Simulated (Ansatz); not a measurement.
As₃⁻. Charge -1, multiplicity 1. Geometry B3LYP-D4/def2-TZVPD; atoms count from 1.

```xyz
3

As    0.546    0.112    1.382
As    0.375    0.708   -1.257
As   -0.921   -0.821   -0.126
```

The restricted singlet is unstable: a solution with broken spin symmetry lies lower. The highest occupied level of the charge -1 singlet lies above zero (up to 0.27 eV). Its loss leaves the charge 0 doublet, which lies 1.37 eV higher (vertical, at PBE0-D4/def2-TZVPD), but this difference is unsure: the doublet is doubtful (geometry relaxed on an unsound state). The geometry of the singlet was relaxed on an unsound state (restricted singlet, unstable towards broken spin symmetry at other levels and untested here). At PBE0-D4/def2-TZVPD a triplet of charge -1 lies 0.60 eV below the restricted singlet, each at its own geometry. The structure comes from a short search, and lower isomers may exist.

Q: Estimate the Mulliken populations from the PBE0/def2-TZVPD orbitals of Ansatz.

A: 
```csv
atom,charge (e)
As1,-0.36
As2,-0.36
As3,-0.28
```
Mulliken values and Mayer orders depend strongly on the basis. With diffuse functions, as here, like atoms can get unlike values, and bond orders can come out too low or too high.

Q: And the Mayer bond orders between bonded heavy atoms (over 0.3)?

A: As1–As2 1.26 (2.71 Å); As1–As3 1.65 (2.30 Å); As2–As3 1.65 (2.30 Å).
